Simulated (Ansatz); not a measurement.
Geometry optimisation, RKS PBE/6-31G* in Ansatz.

input.yaml

```yaml
crystal:
  periodic: [false, false, false]
  atoms:
    - { symbol: B, position_ang: [0.014988, -0.615202, -0.34861] }
    - { symbol: C, position_ang: [-0.104531, 0.037395, 2.389505] }
    - { symbol: H, position_ang: [-0.608863, 0.044743, 3.371297] }
    - { symbol: H, position_ang: [0.988911, 0.082018, 2.541529] }
    - { symbol: H, position_ang: [-0.420225, 0.925599, 1.816773] }
    - { symbol: O, position_ang: [1.285985, -0.098599, -0.39229] }
    - { symbol: H, position_ang: [1.972525, -0.769126, -0.20472] }
    - { symbol: H, position_ang: [-0.898866, 0.130618, -0.588749] }
    - { symbol: "N", position_ang: [-0.288315, -2.049295, -0.109226] }
    - { symbol: H, position_ang: [-1.251833, -2.372165, -0.056845] }
    - { symbol: H, position_ang: [0.384614, -2.750074, 0.197518] }
    - { symbol: H, position_ang: [-0.366089, -0.883212, 1.836117] }
basis:
  gaussian: { orbitals: "6-31G*" }
hamiltonian:
  xc: pbe
relax:
  f_tol: 0.03
  max_steps: 50
```

Command:

```bash
$ ansatz run input.yaml --threads 1 --pin off --max-ram 2048MiB --backend cpu --events-out ev --progress --plain --runs-dir out
```

Q: Where does it end, and by what steps?

A: The run converged. The force dipped under the threshold on the way, but the program's further checks kept it going. After 24 steps the energy has fallen by 0.327 eV; H8 moved furthest, 1.54 Å.

```csv
step,energy less start (eV),largest force component (eV/Å),accepted
0,0.0000,2.027,yes
1,-0.2031,0.898,yes
2,-0.2653,0.316,yes
3,-0.2767,0.211,yes
4,-0.2631,0.542,no
5,-0.2830,0.128,yes
6,-0.2895,0.069,yes
7,-0.2929,0.058,yes
8,-0.2927,0.303,no
9,-0.2954,0.059,yes
10,-0.2971,0.103,yes
11,-0.2970,0.196,no
12,-0.2989,0.060,yes
13,-0.3010,0.038,yes
14,-0.3031,0.110,yes
15,-0.3041,0.186,yes
16,-0.3083,0.085,yes
17,-0.3130,0.073,yes
18,-0.3140,0.238,yes
19,-0.3209,0.127,yes
20,-0.3240,0.088,yes
21,-0.3250,0.119,yes
22,-0.3264,0.047,yes
23,-0.3268,0.028,yes
24,-0.3270,0.029,yes
```

```xyz
12
Properties=species:S:1:pos:R:3
B -0.066 -0.830 -0.973
C 0.091 0.070 2.836
H -0.381 0.511 3.729
H 1.078 -0.331 3.115
H 0.202 0.845 2.062
O 0.864 0.097 -0.541
H 1.322 -0.198 0.271
H -0.694 -0.541 -1.962
N -0.317 -2.069 -0.333
H -1.009 -2.721 -0.693
H 0.167 -2.412 0.495
H -0.549 -0.737 2.446
```

Whether the end is a true minimum wasn't checked by a vibrational analysis.

Run time: 66 s on 1 thread of Intel(R) Xeon(R) Platinum 8259CL CPU @ 2.50GHz (Skylake/Cascade Lake) (shared host), peak memory 0.16 GiB.
